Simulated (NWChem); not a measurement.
System: C$_{3}$H$_{5}$FSi; SMILES C(C)#C[SiH2]F

Parts of the log:

```
             Northwest Computational Chemistry Package (NWChem) 7.3.0
             --------------------------------------------------------

                             Geometry "geometry" -> ""
                             -------------------------

 Output coordinates in angstroms (scale by  1.889725989 to convert to a.u.)

  No.       Tag          Charge          X              Y              Z
 ---- ---------------- ---------- -------------- -------------- --------------
    1 C                    6.0000     3.06572100     0.26792200    -0.08238400
    2 C                    6.0000     1.61931900     0.15972400     0.06285600
    3 C                    6.0000     0.41113900     0.06866000     0.18211300
    4 Si                  14.0000    -1.38439300    -0.05781600     0.38223900
    5 F                    9.0000    -2.07249700    -0.39057000    -1.04133700
    6 H                    1.0000     3.32902900     0.91531800    -0.92738600
    7 H                    1.0000     3.51945500     0.69402600     0.82047200
    8 H                    1.0000     3.52017800    -0.71480900    -0.25561900
    9 H                    1.0000    -1.71767900    -1.15450000     1.32366100
   10 H                    1.0000    -1.93465900     1.22978000     0.87171900

 Effective nuclear repulsion energy (a.u.)     192.9654991704

                                 NWChem DFT Module
                                 -----------------

 Summary of "ao basis" -> "ao basis" (spherical)
 ------------------------------------------------------------------------------
       Tag                 Description            Shells   Functions and Types
 ---------------- ------------------------------  ------  ---------------------
 C                          def2-svp                 6       14   3s2p1d
 Si                         def2-svp                 8       18   4s3p1d
 F                          def2-svp                 6       14   3s2p1d
 H                          def2-svp                 3        5   2s1p

 in cosmo_initialize ...
 calling solv_data for solv:dcm

 solvent parameters
 solvname_short: dcm
 solvname_long:  dichloromethane
 dielec:        8.9300
 dielecinf:     2.0283
 nonaqueous SMD model solvent descriptors
 dielec:        8.9300
 sola:          0.1000
 solb:          0.0500
 solc:          0.0000
 solg:         39.1500
 solh:          0.6670
 soln:          1.4242

          ---------------
          -cosmo- solvent
          ---------------
 Cosmo: York-Karplus, doi: 10.1021/jp992097l
 dielectric constant -eps-     =   8.93
 screen = (eps-1)/(eps    )    =   0.88802
 surface charge correction     = lagrangian

   van der Waals surface
 --------------------------

 ---------- ATOMIC COORDINATES (A.U.) ------------ VDWR(ANG.) --
     1    5.79337265    0.50629917   -0.15568319     1.850
     2    3.06006920    0.30183459    0.11878062     1.850
     3    0.77694005    0.12974859    0.34414367     1.850
     4   -2.61612343   -0.10925640    0.72232697     2.470
     5   -3.91645144   -0.73807028   -1.96784159     1.730
     6    6.29095262    1.72970021   -1.75250543     1.200
     7    6.65080558    1.31151897    1.55046726     1.200
     8    6.65217185   -1.35079314   -0.48304987     1.200
     9   -3.24594265   -2.18168865    2.50135659     1.200
    10   -3.65597539    2.32394723    1.64731005     1.200
 number of segments per atom =        128
 number of   points per atom =        128
 atom (   nspa,  nppa )
 ----------------------
    1 (     62,     0 )       0
    2 (     60,     0 )       0
    3 (     42,     0 )       0
    4 (     89,     0 )       0
    5 (     65,     0 )       0
    6 (     56,     0 )       0
    7 (     56,     0 )       0
    8 (     54,     0 )       0
    9 (     33,     0 )       0
   10 (     32,     0 )       0
 number of -cosmo- surface points =      549
 molecular surface =    135.118 angstrom**2
 molecular volume  =    110.940 angstrom**3
 -lineq- algorithm             =   0
 -bem- low  level              =   3
 -bem- from -octahedral-
 gaussian surface charge width =   4.50000
 degree of switching           =   1.00000
 switching function tolerance  =   0.00010
 atomic radii =
 --------------
    1  6.000  1.850
    2  6.000  1.850
    3  6.000  1.850
    4 14.000  2.470
    5  9.000  1.730
    6  1.000  1.200
    7  1.000  1.200
    8  1.000  1.200
    9  1.000  1.200
   10  1.000  1.200
 ...... end of -cosmo- initialization ......

 nat:                    10
 ixmem:                  5529
 calling mnsol_interface()
 G(SMD-CDS) energy (kcal/mol)  =    -0.382
 SMD-CDS SASA (angstrom**2)    =   154.967

            General Information
            -------------------
          SCF calculation type: DFT
          Wavefunction type:  closed shell.
          No. of atoms     :    10
          No. of electrons :    46
           Alpha electrons :    23
            Beta electrons :    23
          Charge           :     0
          Spin multiplicity:     1
          Use of symmetry is: off; symmetry adaption is: off
          Maximum number of iterations: 150
          AO basis - number of functions:    99
                     number of shells:    47
          Convergence on energy requested:  1.00D-06
          Convergence on density requested:  1.00D-05
          Convergence on gradient requested:  5.00D-04

              XC Information
              --------------
                         PBE0 Method XC Functional
                     Hartree-Fock (Exact) Exchange  0.250
          PerdewBurkeErnzerhof Exchange Functional  0.750
            Perdew 1991 LDA Correlation Functional  1.000 local
           PerdewBurkeErnz. Correlation Functional  1.000 non-local

             Grid Information
             ----------------
          Grid used for XC integration:  medium
          Radial quadrature: Mura-Knowles
          Angular quadrature: Lebedev.
          Tag              B.-S. Rad. Rad. Pts. Rad. Cut. Ang. Pts.
          ---              ---------- --------- --------- ---------
          C                   0.70       49          12.0       434
          Si                  1.10       88          12.0       590
          F                   0.50       49          14.0       434
          H                   0.35       45          13.0       434
          Grid pruning is: on
          Number of quadrature shells:   509
          Spatial weights used:  Erf1

      Superposition of Atomic Density Guess
      -------------------------------------

 Sum of atomic energies:        -503.40188233

      Non-variational initial energy
      ------------------------------

 Total energy =    -505.607080
 1-e energy   =   -1076.155404
 2-e energy   =     377.582824
 HOMO         =      -0.326306
 LUMO         =      -0.002017

   convergence    iter        energy       DeltaE   RMS-Dens  Diis-err
 ---------------- ----- ----------------- --------- --------- ---------
     COSMO gas phase
 d= 0,ls=0.0,diis     1   -505.9738298537 -6.99D+02  1.28D-02  5.79D-01
 d= 0,ls=0.0,diis     2   -505.9667418030  7.09D-03  6.54D-03  8.43D-01
 d= 0,ls=0.0,diis     3   -506.0410859699 -7.43D-02  1.98D-03  3.92D-02
 d= 0,ls=0.0,diis     4   -506.0425924635 -1.51D-03  9.46D-04  2.21D-02
 d= 0,ls=0.0,diis     5   -506.0453804304 -2.79D-03  2.23D-04  8.65D-04
  Resetting Diis
 d= 0,ls=0.0,diis     6   -506.0454764915 -9.61D-05  4.92D-05  3.52D-05
 d= 0,ls=0.0,diis     7   -506.0454808803 -4.39D-06  2.20D-05  1.72D-06
 d= 0,ls=0.0,diis     8   -506.0454808671  1.32D-08  1.05D-05  1.89D-06
 d= 0,ls=0.0,diis     9   -506.0454811248 -2.58D-07  2.00D-06  7.09D-08

   convergence    iter        energy       DeltaE   RMS-Dens  Diis-err
 ---------------- ----- ----------------- --------- --------- ---------
     COSMO solvation phase
 d= 0,ls=0.0,diis     1   -506.0513885793 -5.91D-03  1.29D-03  2.05D-03
 d= 0,ls=0.0,diis     2   -506.0519152394 -5.27D-04  3.87D-04  2.07D-03
 d= 0,ls=0.0,diis     3   -506.0521196193 -2.04D-04  1.71D-04  4.18D-04
 d= 0,ls=0.0,diis     4   -506.0521667968 -4.72D-05  6.27D-05  7.87D-05
 d= 0,ls=0.0,diis     5   -506.0521761687 -9.37D-06  1.57D-05  3.25D-06
 d= 0,ls=0.0,diis     6   -506.0521764450 -2.76D-07  4.39D-06  3.99D-07

         Total DFT energy =     -506.052176445029
      One electron energy =    -1080.672623715205
           Coulomb energy =      430.415660886483
    Exchange-Corr. energy =      -49.121056257640
 Nuclear repulsion energy =      192.965499170439

             COSMO energy =        0.360343470894

 Numeric. integr. density =       46.000003529722

                                COSMO-SMD solvation results
                                ---------------------------

             internal energy in gas <Psi(g)|H|Psi(g)> =      -506.045481124776
         internal energy in solvent <Psi(s)|H|Psi(s)> =      -506.044523340469
                               delta internal energy  =         0.000957784308 (    0.60 kcal/mol)
   total free energy in solvent <Psi(s)|H+V/2|Psi(s)> =      -506.051567300344
 polarization energy contribution <Psi(s)|V/2|Psi(s)> =        -0.007043959875 (   -4.42 kcal/mol)
    total free energy in solvent including G(SMD-CDS) =      -506.052176445029
                       G(SMD-CDS) energy contribution =        -0.000609144685 (   -0.38 kcal/mol)
     1 M fixed-concentration free energy of solvation =        -0.006695320253 (   -4.20 kcal/mol)

                       DFT Final Molecular Orbital Analysis
                       ------------------------------------

 Vector   21  Occ=2.000000D+00  E=-3.614285D-01
              MO Center= -1.4D+00, -3.4D-02,  5.4D-01, r^2= 3.2D+00
   Bfn.  Coefficient  Atom+Function         Bfn.  Coefficient  Atom+Function
  ----- ------------  ---------------      ----- ------------  ---------------
    90     -0.286755   9 H  s                95      0.286670  10 H  s
    65      0.276219   5 F  py               51      0.261801   4 Si py
    68     -0.202830   5 F  py               91     -0.192313   9 H  s
    96      0.192463  10 H  s                33      0.141157   3 C  py
    48     -0.140555   4 Si py               36      0.108452   3 C  py

 Vector   22  Occ=2.000000D+00  E=-3.024813D-01
              MO Center=  1.1D+00,  1.4D-01,  1.3D-01, r^2= 2.3D+00
   Bfn.  Coefficient  Atom+Function         Bfn.  Coefficient  Atom+Function
  ----- ------------  ---------------      ----- ------------  ---------------
    34      0.406616   3 C  pz               20      0.360752   2 C  pz
    37      0.264032   3 C  pz               23      0.210736   2 C  pz
    80     -0.155280   7 H  s                 6     -0.140006   1 C  pz
    75      0.104822   6 H  s                 9     -0.079891   1 C  pz
    33      0.079814   3 C  py               81     -0.079218   7 H  s

 Vector   23  Occ=2.000000D+00  E=-2.947367D-01
              MO Center=  8.2D-01,  9.1D-02,  1.9D-01, r^2= 3.2D+00
   Bfn.  Coefficient  Atom+Function         Bfn.  Coefficient  Atom+Function
  ----- ------------  ---------------      ----- ------------  ---------------
    33      0.379673   3 C  py               19      0.360340   2 C  py
    36      0.247067   3 C  py               22      0.217822   2 C  py
    85      0.143725   8 H  s                90      0.137452   9 H  s
    95     -0.137623  10 H  s                 5     -0.130841   1 C  py
    91      0.116693   9 H  s                96     -0.116664  10 H  s

 Vector   24  Occ=0.000000D+00  E=-1.696437D-02
              MO Center=  8.7D-02,  7.2D-02,  2.7D-01, r^2= 4.5D+00
   Bfn.  Coefficient  Atom+Function         Bfn.  Coefficient  Atom+Function
  ----- ------------  ---------------      ----- ------------  ---------------
    55      0.567020   4 Si pz               23     -0.430856   2 C  pz
    20     -0.367281   2 C  pz               53      0.289181   4 Si px
    37      0.287293   3 C  pz               63      0.281741   5 F  s
    31     -0.252215   3 C  s                81      0.234037   7 H  s
    34      0.193925   3 C  pz               91     -0.185634   9 H  s

 Vector   25  Occ=0.000000D+00  E= 6.451886D-03
              MO Center=  6.4D-01,  6.4D-02,  1.6D-01, r^2= 4.1D+00
   Bfn.  Coefficient  Atom+Function         Bfn.  Coefficient  Atom+Function
  ----- ------------  ---------------      ----- ------------  ---------------
    22      0.540813   2 C  py               54     -0.480752   4 Si py
    36     -0.450491   3 C  py               91     -0.416907   9 H  s
    96      0.418948  10 H  s                19      0.405486   2 C  py
    86      0.307912   8 H  s                33     -0.280797   3 C  py
    76     -0.242736   6 H  s                85      0.148565   8 H  s

 Vector   26  Occ=0.000000D+00  E= 7.752368D-02
              MO Center= -8.0D-01,  6.5D-03,  4.2D-01, r^2= 7.8D+00
   Bfn.  Coefficient  Atom+Function         Bfn.  Coefficient  Atom+Function
  ----- ------------  ---------------      ----- ------------  ---------------
     3      1.470234   1 C  s                53     -1.375405   4 Si px
    35     -0.734108   3 C  px               76     -0.590010   6 H  s
    91     -0.582961   9 H  s                96     -0.581560  10 H  s
    86     -0.542264   8 H  s                21     -0.507247   2 C  px
    31      0.460046   3 C  s                81     -0.357726   7 H  s

     Multipole analysis of the density
     ---------------------------------

     L   x y z        total         alpha         beta         nuclear
     -   - - -        -----         -----         ----         -------
     0   0 0 0     -0.000000    -23.000000    -23.000000     46.000000

     1   1 0 0      1.267893      1.333690      1.333690     -1.399488
     1   0 1 0      0.202693      0.457468      0.457468     -0.712243
     1   0 0 1      0.431406      1.361189      1.361189     -2.290972

     2   2 0 0    -20.315365   -333.664031   -333.664031    647.012698
     2   1 1 0      0.206645    -31.379990    -31.379990     62.966625
     2   1 0 1     -2.468859    -12.840538    -12.840538     23.212216
     2   0 2 0    -27.457222    -25.704909    -25.704909     23.952596
     2   0 1 1     -0.377119     -5.189867     -5.189867     10.002616
     2   0 0 2    -28.182190    -42.979022    -42.979022     57.775854
```

Level: PBE0/def2-SVP, SMD on the gas-phase geometry. Geometry: optimised at B3LYP/6-31G* (spherical d). Solvent: dichloromethane.

**Question.** Which NWChem input produces such a log?

**Answer.** Several could match; the one computed here: the input that was run:
```
start job
memory heap 200 mb stack 900 mb global 1100 mb
geometry units angstroms noautosym nocenter noautoz
  C      3.065721     0.267922    -0.082384
  C      1.619319     0.159724     0.062856
  C      0.411139     0.068660     0.182113
  Si    -1.384393    -0.057816     0.382239
  F     -2.072497    -0.390570    -1.041337
  H      3.329029     0.915318    -0.927386
  H      3.519455     0.694026     0.820472
  H      3.520178    -0.714809    -0.255619
  H     -1.717679    -1.154500     1.323661
  H     -1.934659     1.229780     0.871719
end
basis spherical
  * library def2-svp
end
dft
  xc pbe0
  iterations 150
end
cosmo
  do_cosmo_smd true
  solvent dcm
end
task dft energy
```
